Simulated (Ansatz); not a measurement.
# Strength of the C–Si bond: SiH(CH3)(OH)2 → SiH(OH)2 + CH3

Species: SiH(CH3)(OH)2, singlet; SiH(OH)2, doublet; CH3 (methyl radical) `[CH3]`, doublet. 

Shapes, held fixed at every level: PBE0-D4/def2-TZVP. Flexible molecules stand in one conformer, not always the lowest. Programs: Ansatz 0.2.0. The zero-point and thermal change to 298 K, harmonic and unscaled (PBE0-D4/def2-TZVP), is -16.9 kJ/mol.

(1) Estimate ΔH(298 K) of this reaction.

Results:

(1) The highest level, CCSD(T)/CBS estimate, gives ΔH(298 K) = +401.8 kJ/mol; the levels span +299.8 to +441.3. The column of differences is taken from that level and isn't an error. Hartree–Fock misses the correlation of the pair that is broken and comes out low. No measured value is set beside it here. Open shells run unrestricted unless RO is named. The CBS estimate extrapolates MP2 from def2-TZVPP and def2-QZVPP and adds CCSD(T) − MP2 in the triple-zeta set, cores frozen.

| level | kind | ΔH(298 K) (kJ/mol) | less CCSD(T)/CBS estimate |
| --- | --- | --- | --- |
| HF/def2-SVP | Hartree–Fock | +299.8 | -102.0 |
| SPW92/def2-TZVPP | LDA | +441.3 | +39.5 |
| B3LYP-D4/def2-TZVPP | global hybrid | +378.6 | -23.2 |
| wB97M-V/def2-TZVPP | range-separated hybrid | +407.0 | +5.2 |
| MP2/def2-SVP | perturbation theory | +395.2 | -6.6 |
| CCSD/def2-SVP | coupled cluster or CI | +380.1 | -21.7 |
| CCSD(T)/def2-TZVPP | coupled cluster or CI | +393.5 | -8.3 |
| CCSD(T)/CBS estimate | coupled cluster or CI | +401.8 | 0.0 |
